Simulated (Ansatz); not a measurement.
The cluster InTe3⁺. The state is a triplet with charge 1. Geometry PBE-D4/def2-SVP, that of the neutral doublet; atoms count from 1.

```xyz
4

In   -0.9112   -1.6506   -0.5273
Te   -1.7377    0.9296    0.9553
Te    1.6587   -0.1873   -1.4177
Te    0.9902    0.9083    0.9897
```

In the def2 sets In, Te take a core potential; there is no spin–orbit coupling. At PBE0-D4/def2-TZVP a singlet of charge 1 lies 0.29 eV below the triplet at the same geometry. The structure comes from a short search, and lower isomers may exist.

(1) Estimate the Mulliken populations from the PBE0/def2-TZVP orbitals of Ansatz.

(2) Where does the spin sit?

(3) And the Mayer bond orders between bonded heavy atoms (over 0.3)?

Results:

(1) 
```csv
atom,charge (e),spin (α − β)
In1,0.49,-0.03
Te2,0.15,0.90
Te3,0.15,0.90
Te4,0.22,0.24
```
Mulliken values and Mayer orders depend strongly on the basis.

(2) Summed by element: In -0.03, Te 2.03, of 2 unpaired in all. Largest on single atoms: Te2 0.90, Te3 0.90, Te4 0.24.

(3) In1–Te2 0.48 (3.09 Å); In1–Te3 0.48 (3.09 Å); Te2–Te4 1.26 (2.73 Å); Te3–Te4 1.26 (2.73 Å).
